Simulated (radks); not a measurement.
All-electron atom: Mo3.25+ in [Kr] 4d(up 2.75, down 0) (fractional occupations, a model configuration). All-electron calculation, scalar-relativistic Kohn-Sham, PBE, spin-polarised, spherical densities, finite nucleus; Fermi nuclear charge, rms radius 4.4091 fm. Program: a radial shooting solver on a logarithmic mesh with Libxc functionals. Some entries of the table are withheld. Estimate them.

| orbital | occ. | eigenvalue (hartree) | <r> (bohr) | r(max) (bohr) |
|---|---|---|---|---|
| 1s down | 1 | -729.7870 | 0.03517 | 0.02287 |
| 1s up | 1 | -729.7866 | 0.03517 | 0.02287 |
| 2s up | 1 | -104.2391 | 0.1537 | 0.1296 |
| 2s down | 1 | -104.2254 | 0.1537 | 0.1296 |
| 2p up | 3 | -93.32994 | 0.1340 | 0.1036 |
| 2p down | 3 | -93.31979 | 0.1339 | 0.1036 |
| 3s up | 1 | -18.85678 | 0.4288 | 0.3836 |
| 3s down | 1 | -18.84974 | 0.4288 | 0.3836 |
| 3p up | 3 | -15.28237 | 0.4305 | 0.3771 |
| 3p down | 3 | -15.27440 | 0.4305 | 0.3772 |
| 3d up | 5 | -9.46976 | 0.4151 | 0.3225 |
| 3d down | 5 | -9.45714 | 0.4150 | 0.3226 |
| 4s up | 1 | -3.70346 | (1) | 0.9876 |
| 4s down | 1 | -3.62782 | (2) | 0.9834 |
| 4p up | 3 | -2.73801 | (3) | 1.066 |
| 4p down | 3 | -2.65502 | (4) | 1.060 |
| 4d up | 2.75 | (5) | 1.578 | 1.303 |
| 4d down | 0 | (6) | 1.587 | 1.295 |

Answer. 
(1) 4s up <r> (bohr): 1.097
(2) 4s down <r> (bohr): 1.092
(3) 4p up <r> (bohr): 1.209
(4) 4p down <r> (bohr): 1.204
(5) 4d up eigenvalue (hartree): -1.36497
(6) 4d down eigenvalue (hartree): -1.27645
